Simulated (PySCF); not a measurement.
Gas-phase reaction: Ge(OH)₄ + 4 H ⇌ GeH₄ + 4 OH

Method: PySCF energies (xtb for GFN2) plus ideal-gas RRHO corrections (1 bar). † marks an energy on the PBE0/def2-TZVP geometry and frequencies; other levels use their own. MP2 and CCSD(T) freeze the core. 6-31G* has spherical d functions here. Open shells (unrestricted): H (multiplicity 2), OH (multiplicity 2, electronic degeneracy 4); the rest are closed-shell singlets. GFN2 has no spin-polarisation term. Spin-orbit splitting is ignored; it lowers the true energy and changes the entropy of OH. B3LYP is the form with VWN-RPA correlation. Ge: all electrons, no relativistic terms. Ge(OH)₄: computed as isolated molecules; such fragments, hydroxides, amides, oligomers or adducts are transient or little studied in the gas. MP2 isn't extrapolated to the basis-set limit; its ΔH°(298 K) is 469.8 kJ in def2-SVP and 510.4 kJ in def2-TZVPP. CCSD(T) isn't extrapolated to the basis-set limit; its ΔH°(298 K) is 314.3 kJ in def2-SVP and 349.9 kJ in def2-TZVPP. The harmonic model lacks anharmonicity and excited electronic states, which grow with temperature; levels with a mode under 35 cm⁻¹ are left out. Internal rotation in Ge(OH)₄ is treated as a harmonic vibration of one conformer, which makes the entropy rough.

| level | ΔE electronic, kJ | ΔH°(298 K), kJ | ΔS°(298 K), J/K | ΔG°(1400 K), kJ |
|---|---|---|---|---|
| B3LYP/def2-TZVP† | 268 | 286 | 142 | 140 |
| CCSD(T)/def2-SVP† | 296 | 314 | 142 | 168 |
| GFN2-xTB | 642 | 666 | 134 | 536 |
| HF/6-31G* | 59 | 79 | 147 | -75 |
| HF/def2-TZVP† | 122 | 141 | 142 | -6 |
| MP2/def2-SVP† | 451 | 470 | 142 | 323 |
| PBE/def2-SVP | 412 | 429 | 140 | 286 |
| PBE0/def2-QZVP† | 328 | 346 | 142 | 200 |
| r2SCAN/def2-TZVP† | 325 | 343 | 142 | 197 |
| LDA/def2-TZVP† | 544 | 563 | 142 | 416 |
| ωB97M-V/def2-TZVP† | 343 | 361 | 142 | 215 |
ΔH° is lowest at HF/6-31G* and highest at GFN2-xTB. No reference value is set beside these.
